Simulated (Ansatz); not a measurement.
Conformers of FH2InS2 (`[F][In]([SH])[SH]`), each relaxed with PBE0-D4/def2-TZVP in Ansatz. CBS adds the triple-zeta coupled-cluster correction to the MP2 limit.

Elements past krypton have def2 core potentials. Outer-core shells of In are correlated without core-valence functions. Spin–orbit coupling is left out.

Not all of them had a frequency check.

Conformer A:

```xyz
6

F     0.848    1.010    1.311
In   -0.041   -0.049   -0.064
S    -0.463   -2.279    0.566
S    -0.495    1.138   -2.047
H     0.096   -2.074    1.772
H     0.056    2.255   -1.538
```

Conformer B:

Cartesian coordinates in Å:
```
F 1.470 -1.370 1.073
In 0.140 -0.330 0.106
S 0.449 2.002 0.286
S -1.483 -1.610 -1.026
H 1.535 1.828 1.061
H -2.112 -0.520 -1.500
```

Task: Which is lowest in electronic energy at CCSD(T)/CBS (frozen core, def2 sets), and by how much? (Best estimate.)

Result: The calculation gave: A; B lies 1.3 kJ/mol higher. Gaps under about 2 kJ/mol don't settle the order.

Task: Give the energies relative to A (kJ/mol) with ωB97X-V/def2-TZVPP, B2PLYP/def2-TZVPP, PBE/def2-TZVPP, r2SCAN/def2-TZVPP, PBE0/def2-TZVPP, HF/def2-QZVPP, HF/CBS(def2). (Best estimate.)

Result: Ansatz gave: 
| level | B |
| --- | --- |
| ωB97X-V/def2-TZVPP | 1.7 |
| B2PLYP/def2-TZVPP | 1.4 |
| PBE/def2-TZVPP | 1.7 |
| r2SCAN/def2-TZVPP | 1.8 |
| PBE0/def2-TZVPP | 1.6 |
| HF/def2-QZVPP | 0.8 |
| HF/CBS(def2) | 0.8 |
